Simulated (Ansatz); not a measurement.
Z-matrix (Å, degrees):
```
Si
Si 1 2.539
F 1 1.593 2 126.6
C 1 1.769 2 49.5 3 101.7
H 1 1.473 2 119.1 3 -147.8
H 1 1.619 2 43.4 3 -62.7
H 2 1.529 1 81.4 3 151.4
C 4 1.332 1 138.9 2 -170.3
O 8 1.341 4 126.3 1 176.1
H 8 1.086 4 123.9 1 -3.9
H 9 0.966 8 109.1 4 -2.8
```

Total charge 0; spin multiplicity 1.

List the r2SCAN/def2-TZVPP orbital energies in eV (Ansatz). (An estimate is asked.)

Computed: Occupied: -1792.67, -1791.24, -666.57, -517.26, -275.43, -272.86, -142.98, -141.58, -97.90, -97.85, -97.76, -96.55, -96.40, -96.35, -31.69, -28.68, -19.96, -17.14, -15.27, -13.56, -12.58, -11.78, -11.69, -11.08, -10.61, -10.58, -9.49, -9.31, -7.81, -6.62, -5.51. Lowest empty: -2.22, -1.53, -0.53, 0.17, 1.05, 1.19, 1.44, 2.07.
